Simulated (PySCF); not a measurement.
SMILES [SiH3]O/C=C\c1ccco1 (GFN2-xTB optimised geometry):

```
17

Si     0.750    -3.295     0.152
O      0.153    -1.790    -0.015
C     -1.093    -1.292     0.004
C     -1.359     0.018     0.004
C     -0.383     1.074     0.000
C      0.991     1.074     0.000
C      1.388     2.429     0.000
C      0.238     3.157     0.000
O     -0.836     2.352     0.000
H      2.147    -3.022    -0.141
H      0.515    -3.786     1.511
H      0.119    -4.214    -0.797
H     -1.899    -2.016     0.011
H     -2.390     0.338     0.008
H      1.625     0.212    -0.001
H      2.390     2.808     0.000
H      0.057     4.214    -0.001
```

Calculation: PBE/def2-SVP in PySCF.

Q: What are the frontier orbital energies and the dipole moment?

A: HOMO-2 -6.75 eV, HOMO-1 -6.53 eV, HOMO -4.64 eV, LUMO -1.24 eV, LUMO+1 -0.53 eV; dipole moment 1.39 D.

Meta-Löwdin charges at PBE/def2-SVP: Si1 0.70, O2 -0.51, C3 0.07, C4 -0.17, C5 0.15, C6 -0.18, C7 -0.17, C8 0.03, O9 -0.21, H10 -0.09, H11 -0.11, H12 -0.11, H13 0.09, H14 0.12, H15 0.12, H16 0.12, H17 0.12.
